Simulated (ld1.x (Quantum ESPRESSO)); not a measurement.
## Which change was made? (P, RRKJ)

ld1.x (Quantum ESPRESSO) 7.5 input, shortened:

```
&input
   title='P', zed=15., rel=1, dft='PZ', iswitch=3,
   config='[Ne] 3s1 3p4'
 /
 &inputp
   pseudotype=2, tm=.false., rho0=0.01, lloc=-1, rcloc=0.95,
   nlcc=.false.
 /
2
3S  1  0   1.00   0.00  1.35  1.35  0.0
3P  2  1   4.00   0.00  1.25  1.25  0.0
 &test
   configts(1)='3s1 3p4'
 /
```

Cutoffs, loose and tight: the cutoffs (Ry, on a coarse ladder) from which the occupation-weighted sum of valence levels, in a spherical-Bessel basis at the reference potential, stays within 10 and 1 mRy of its value at 400 Ry. They do not see the model core or the augmentation charge, which bear on the density cutoff. Test errors are all-electron minus pseudo excitation energies from the reference, over the configurations 3s2 3p3; 3s2 3p2; 3s2 3p1; 3s2 3p2.5; 3s1 3p3; 3s1 3p0; 3s0 3p5 (two spin-polarised tests are not counted in the largest error); variants that change the core or the reference have their own tests. The largest error is taken over the tests solved by every variant that gives reliable tests at all, those not shown here included: 3s0 3p5; 3s1 3p3; 3s2 3p1; 3s2 3p2; 3s2 3p2.5; 3s2 3p3.

The base gives: outcome: generated; cutoff, loose: 70 Ry; cutoff, tight: 90 Ry; bound ghosts: s; largest test error (meV): +78.

(1) After one change the result is: outcome: generated; cutoff, loose: 70 Ry; cutoff, tight: 80 Ry; bound ghosts: s; largest test error (meV): +737. Which change was it?
A. functional BLYP
B. wave 3p (bound): rc 1.25 bohr becomes 3p (bound): rc 1.88 bohr
C. reference 3s2 3p3

Answers

(1) C. The others give: wave 3p (bound): rc 1.25 bohr becomes 3p (bound): rc 1.88 bohr → outcome: generated; cutoff, loose: 25 Ry; cutoff, tight: 50 Ry; bound ghosts: s; largest test error (meV): +170 | functional BLYP → outcome: generated; cutoff, loose: 70 Ry; cutoff, tight: 90 Ry; bound ghosts: none; largest test error (meV): +77.
